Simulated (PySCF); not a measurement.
# How methods differ on the excitation energy of Sb

Sb [Kr] 4d10 5s2 5p3 (4S) → Sb [Kr] 4d10 5s1 5p3 6s1 (6S), as a difference of total energies. All numbers are calculated (PySCF 2.14, the spin-free X2C one-electron Hamiltonian (Gaussian nucleus), in aug-cc-pVQZ-DK3 (9s8p6d3f2g, 102 functions)). Correlated levels: valence: [Kr] 4d10 frozen. The calculations carry no spin-orbit coupling.

```
           method  excitation energy (cm⁻¹)
              UHF                     77875
              LDA                     98754
              PBE                     96331
             PBE0                     94044
           r2SCAN                     93211
            HSE06                     94403
             PW91                     96629
            TPSSh                     95264
    MP2 (valence)                     86923
SCS-MP2 (valence)                     90084
```

The upper state lies above the first ionisation limit, but in LS coupling its spin forbids autoionisation to the ground ion; at this Z spin-orbit coupling breaks that rule. A Rydberg-like electron needs more diffuse functions than a valence basis has.

The promoted electron is Rydberg-like, and one or two diffuse shells describe it only roughly, which tends to raise the upper state.
